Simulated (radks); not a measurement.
The thallium ion Tl10+ is in [Xe] 4f14 5d3. Calculated with a radial shooting solver on a logarithmic mesh with Libxc functionals: scalar-relativistic Kohn-Sham, BLYP, spin-polarised, spherical densities, finite nucleus; Fermi nuclear charge, rms radius of each element as measured or else 0.836 A^(1/3) + 0.57 fm. Open shells are filled with parallel spins first. One electron is removed from 5s, 4f, 5p, 5d in turn, with full relaxation. Which removal costs least, and what does each cost?

Answer. 5d 177.31 eV; 5p 245.14 eV; 4f 302.24 eV; 5s 304.89 eV. The 5d electron leaves first.
